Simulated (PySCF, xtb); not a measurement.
C3H12Si3, SMILES [SiH3]C([SiH3])([SiH3])C=C.

GFN2-xTB (xtb 6.7.1) at its own geometry gives an orbital gap of 4.27 eV and a dipole moment of 0.38 D.

Coordinates come from a PBE-D3(BJ)/def2-SVP optimisation. The structure was generated by enumeration, and PubChem lists no compound with its InChIKey, so it may never have been made. One conformer was computed; it need not be the lowest.

**Question.** What does CAM-B3LYP/def2-TZVP in PySCF give? (The exact figures need the calculation; the answer reports its results.)

**Answer.** gap 9.22 eV (levels -8.57 and 0.65 eV), dipole 0.40 D.
